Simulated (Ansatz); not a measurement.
```yaml
crystal:
  periodic: [false, false, false]
  atoms:
    - {symbol: Se, position_ang: [0.003260, -0.030971, -1.580139]}
    - {symbol: Si, position_ang: [1.690518, 0.008645, -0.037452]}
    - {symbol: H, position_ang: [1.591703, 1.220719, 0.829488]}
    - {symbol: H, position_ang: [2.961346, 0.039272, -0.815240]}
    - {symbol: H, position_ang: [1.651563, -1.205703, 0.830915]}
    - {symbol: Si, position_ang: [-1.691588, -0.009741, -0.045652]}
    - {symbol: H, position_ang: [-2.960806, -0.074733, -0.824187]}
    - {symbol: H, position_ang: [-1.656053, 1.238674, 0.773452]}
    - {symbol: H, position_ang: [-1.589933, -1.186162, 0.868814]}
basis:
  gaussian: {orbitals: def2-SVPD}
hamiltonian: {xc: {name: r2SCANh}, dispersion: d4, pseudopotentials: {relativity: scalar}}
scf: {omitted_lower_state_checks: [starts]}
```

```sh
$ ansatz run in.yaml --threads 4 --pin off --events-out ev --progress --plain --max-ram 3916MiB
```

It prints (some lines left out):

```
Functional definition: r2SCANh
1294 factors; their error is unknown
mean field evaluation 1: about -81815.0896 eV, gradient 1.0e1 eV
mean field evaluation 2: about -81815.4192 eV, gradient 3.8e0 eV
mean field evaluation 4: about -81815.4623 eV, gradient 2.4e-1 eV
mean field evaluation 8: about -81815.4608 eV, gradient 1.5e-2 eV
mean field evaluation 16: about -81815.5721 eV, gradient 5.7e-5 eV
mean field -81815.57214820 eV, -3006.6668198598 hartree, gradient 5.7e-5 eV, S^2 0.000000; 0 other end points of the search recorded, 0 dependent functions left out
reference -81815.57216602 eV, -3006.6668205146 hartree; 34, 34 occupied and 103, 103 virtual orbitals, 1294 factors
Total energy: -81815.62775613 eV, -3006.6688634135 hartree
Relativity: scalar
Checks for a lower state left out: starts
```

Run time 3.8 s (4 threads of Arm Neoverse V1 on a shared host).
